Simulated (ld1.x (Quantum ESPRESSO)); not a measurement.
**silver: variants of one TM potential**

Base potential:

```
Element                 : Ag (Z = 47)
Generator               : ld1.x (Quantum ESPRESSO) 7.5
Type                    : norm-conserving Troullier–Martins (Kleinman–Bylander form)
Functional              : PBE
Relativity              : scalar-relativistic
Frozen core             : [Kr]
Valence charge          : 11
Reference configuration : 4d10 5s0 5p1
Partial waves           : 5p (bound): rc 3.15 bohr; 4d (bound): rc 1.70 bohr; 5s (bound, empty): rc 1.75 bohr
Local potential         : the s channel
Core correction         : none
```

All-electron outer shells of the reference configuration (PBE, scalar-relativistic, ld1.x):

```csv
shell,level (eV),outermost node (bohr),outermost maximum (bohr)
4s,-97.07,0.44,0.82
4p,-60.61,0.44,0.88
4d,-9.43,0.43,1.04
5s,-5.76,1.11,2.43
5p,-1.69,1.25,3.58
```

Cutoffs, loose and tight: the cutoffs (Ry, on a coarse ladder) from which the occupation-weighted sum of valence levels, in a spherical-Bessel basis at the reference potential, stays within 10 and 1 mRy of its value at 400 Ry. They do not see the model core or the augmentation charge, which bear on the density cutoff. Test errors are all-electron minus pseudo excitation energies from the reference, over the configurations 4d10 5s1 5p0; 4d10 5s0 5p0; 4d9 5s0 5p0; 4d10 5s0.5 5p0; 4d7 5s0 5p0; 4d9 5s1 5p1; 4d9 5s1 5p0. A dash means not determined; rows that change the core or the reference have their own tests. The largest error is taken over the tests solved by every variant that gives reliable tests at all: 4d10 5s0 5p0; 4d10 5s0.5 5p0; 4d10 5s1 5p0; 4d7 5s0 5p0; 4d9 5s0 5p0.

A true bound ghost makes a file unfit for plane-wave use even where its test errors are small: the radial tests pick states by their node count and pass the ghost by. Where a test does run into it, the solver fails or the error is huge.

| change | outcome | cutoff, loose | cutoff, tight | bound ghosts | largest test error (meV) |
| --- | --- | --- | --- | --- | --- |
| base | generated | 70 Ry | 100 Ry | none | -1285 |
| all radii scaled by about 0.78 (s 1.36, p 2.44, d 1.32 bohr) | generated | 80 Ry | 120 Ry | p, s (extra level of the local part) | -1062 |
| all radii scaled by about 0.90 (s 1.58, p 2.84, d 1.54 bohr) | generated | 70 Ry | 110 Ry | none | -1147 |
| all radii scaled by about 1.12 (s 1.96, p 3.52, d 1.90 bohr) | generated | 55 Ry | 90 Ry | none | -1381 |
| all radii scaled by about 1.27 (s 2.22, p 4.00, d 2.16 bohr) | generated | 50 Ry | 80 Ry | none | -1254 |
| all radii scaled by about 1.38 (s 2.42, p 4.34, d 2.34 bohr) | generated | 45 Ry | 80 Ry | none | -1080 |

Reading the sweep of the scale of all radii (base = 1) (base included, trends over the rows without a ghost): The loose cutoff falls from 70 Ry at 0.9 to 45 Ry at 1.38. A larger radius leaves more room for a smooth pseudo-wave, so fewer plane waves are needed; a smaller one forces it to follow the all-electron wave where it bends sharply. The median size of the test errors (rows with all tests solved) rises from 2.1 meV at 0.9 to 88.7 meV at 1.38. More of the atom is replaced by a form fitted at one configuration, so other configurations suffer as the radius grows. Bound ghosts are found at 0.78.
